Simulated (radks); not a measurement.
Problem. These are the eigenvalues of the occupied orbitals of an atom or ion with whole-number occupations (eV). Calculated with a radial shooting solver on a logarithmic mesh with Libxc functionals: scalar-relativistic Kohn-Sham, PBE, spin-polarised, spherical densities, point nucleus.

1s down: -8894.295
1s up: -8894.294
2s up: -1098.967
2s down: -1098.925
2p up: -954.0160
2p down: -953.9846
3p up: -105.7488
3p down: -105.6872
3d up: -36.5043
3d down: -36.4167
4d up: -5.9086

Which element is it, and in what charge state? The configuration may be excited. Open shells, if any, are filled with parallel spins first.

Solution. Z = 29, copper, charge +1: Cu+ in [Ne] 3p6 3d10 4d2. The list shows which subshells hold electrons but not how many an open one holds; the 1s level, -326.86 hartree, gives Z - s = 25.6 by -(Z - s)^2/2, which with screening and relativity narrows Z to a few neighbours, and the depths of the outer levels then fix element, charge and occupations together.
